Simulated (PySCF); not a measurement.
# One molecule, several mistakes: AlBClH3N

These are calculations, not measurements. They come from PySCF 2.14.0, an open-source quantum chemistry program, on an isolated molecule that a program drew, which may never have been made. The molecule is AlBClH3N (charge 0, doublet), drawn as the SMILES string `[AlH][NH]BCl`.

Each row is a Hartree-Fock (HF) and frozen-core CCSD(T) single point in the cc-pV(D+d)Z basis, meant for a local HF minimum. Run 1 is clean. Each other run has one planted mistake out of seven kinds, and not every kind appears here: one electron removed, one electron added, multiplicity raised by two, geometry at a saddle point, minimal basis STO-3G, one bond length entered in bohr, all coordinates scaled. The reference is restricted for singlets and unrestricted otherwise, and also for a bond in bohr. Adding or removing an electron swaps singlet and doublet. Electrons count all cores. HOMO and LUMO are orbital energies over both spins, the gradient is its largest component, and the lowest frequency (negative if imaginary) is given only where the gradient is small. Bond lengths are over the 6 bonds as drawn. T1 is the CCSD diagnostic: over 0.02 (restricted) or 0.045 (unrestricted) a single reference is doubtful.

Geometry of the clean run:
```xyz
7
AlBClH3N, angstrom
Al   -2.2896   -1.7408    0.7126
N    -1.5998   -1.6309   -0.9649
B    -0.2471   -1.5014   -1.3004
Cl    0.2677   -1.4063   -3.0154
H    -1.2517   -1.6837    1.9095
H    -2.2227   -1.6630   -1.7543
H     0.6139   -1.4492   -0.4752
```

| run | electrons | basis functions | <S^2> | HOMO (eV) | LUMO (eV) | gradient (hartree/bohr) | lowest frequency (cm^-1) | mean bond (Å) | longest bond (Å) | T1 | HF (hartree) | CCSD(T) (hartree) | mistake |
|---|---|---|---|---|---|---|---|---|---|---|---|---|---|
| 1 | 45 | 89 | 0.754 | -8.67 | 0.87 | 2.1e-05 | 110 | 1.4658 | 1.817 | 0.0141 | -782.39872 | -782.88507 | no fault |
| 2 | 45 | 89 | 1.470 | -8.53 | 1.03 | 3.2e-02 | - | 1.6734 | 2.645 | 0.0542 | -782.21189 | -782.69642 | one bond length entered in bohr |
| 3 | 45 | 89 | 0.754 | -8.56 | 0.95 | 2.1e-02 | - | 1.4306 | 1.773 | 0.0134 | -782.39452 | -782.87827 | ? |
| 4 | 45 | 31 | 0.756 | -5.67 | 6.72 | 5.0e-02 | - | 1.4658 | 1.817 | 0.0174 | -773.53021 | -773.68303 | ? |

**Which mistake was planted in run 3, and what did it cost?**

The mean and the longest bond both change by the same factor, 0.976, and the gradient is no longer small. So the mistake is: all coordinates scaled. Subtracting run 1 and multiplying by 627.51 kcal/mol a hartree, the energy moved by 2.6 kcal/mol in HF and 4.3 kcal/mol in CCSD(T).

**Which mistake was planted in run 4, and what did it cost?**

It has 31 basis functions where the clean run has 89, with the same electrons and geometry. So the mistake is: minimal basis STO-3G. Subtracting run 1 and multiplying by 627.51 kcal/mol a hartree, the energy moved by 5565.1 kcal/mol in HF and 5774.4 kcal/mol in CCSD(T).

Cautions from the logs. Run 2: T1 is over the limit, so its CCSD(T) energy is less reliable.
